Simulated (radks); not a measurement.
Q: These are the eigenvalues of the occupied orbitals of an atom or ion with whole-number occupations (hartree). Method: scalar-relativistic Kohn-Sham, PW91, spin-polarised, spherical densities, finite nucleus; Fermi nuclear charge, rms radius of each element as measured or else 0.836 A^(1/3) + 0.57 fm; computed with a radial shooting solver on a logarithmic mesh with Libxc functionals.

orbital  eigenvalue
1s up     -3331.031
1s down   -3331.030
2s up     -599.0906
2s down   -599.0904
2p up     -512.8128
2p down   -512.8124
3s up     -145.1098
3s down   -145.1094
3p up     -120.4460
3p down   -120.4456
3d up     -95.60892
3d down   -95.60858
4s up     -33.80257
4s down   -33.80199
4p up     -25.71704
4p down   -25.71641
4d up     -16.45664
4d down   -16.45593
5s up      -6.44373
5s down    -6.44206
4f up      -6.26014
4f down    -6.25933
5p up      -4.17161
5p down    -4.16978
5d up      -1.64134
5d down    -1.63532
6s up      -1.14444
6s down    -1.11669
6p up      -0.72323

Which element is it, and in what charge state? The configuration may be excited. Open shells, if any, are filled with parallel spins first.

A: Z = 83, bismuth, charge +2: Bi2+ in [Hg] 6p1. The list shows which subshells hold electrons but not how many an open one holds; the 1s level, -3331 hartree, gives Z - s = 81.6 by -(Z - s)^2/2, which with screening and relativity narrows Z to a few neighbours, and the depths of the outer levels then fix element, charge and occupations together.
